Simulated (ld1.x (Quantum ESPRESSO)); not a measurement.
**Reading a pseudo-wave (chlorine)**

Columns: radius, all-electron u(r) and pseudo u(r) of the 3p shell (level -8.60 eV) of chlorine in the configuration [Ne] 3s2 3p5; PBE, scalar-relativistic, ultrasoft scheme, ld1.x (Quantum ESPRESSO) 7.5.

```tsv
r (bohr)	all-electron	pseudo
0.068	0.1161	-0.0050
0.135	0.2660	-0.0197
0.202	0.3480	-0.0434
0.270	0.3543	-0.0762
0.338	0.3010	-0.1166
0.405	0.2110	-0.1628
0.473	0.0991	-0.2149
0.540	-0.0188	-0.2698
0.608	-0.1377	-0.3279
0.675	-0.2483	-0.3860
0.742	-0.3494	-0.4437
0.810	-0.4405	-0.5006
0.878	-0.5196	-0.5547
0.945	-0.5860	-0.6041
1.013	-0.6418	-0.6493
1.080	-0.6859	-0.6881
1.148	-0.7205	-0.7208
1.215	-0.7456	-0.7456
1.283	-0.7628	-0.7628
1.350	-0.7726	-0.7726
1.418	-0.7764	-0.7764
1.485	-0.7748	-0.7748
1.553	-0.7687	-0.7687
1.620	-0.7590	-0.7590
1.688	-0.7461	-0.7461
1.755	-0.7308	-0.7308
```

Question: How many radial nodes do the two functions have?

Answer: The all-electron 3p function has n − l − 1 = 1; the pseudo-wave has 0, since the states of the same l below it are removed with the core.

Question: At about which radius was the pseudo-wave matched?

Answer: 1.20 bohr, where the columns begin to agree (steps of 0.07 bohr).

Question: Where does each function peak?

Answer: Outermost all-electron maximum near 1.42 bohr, pseudo maximum near 1.42 bohr (to the table’s step).

Question: Is the pseudo-wave norm-conserving?

Answer: No, it belongs to an ultrasoft set: the norm inside the radius is not constrained, and the difference is carried by the augmentation charge.
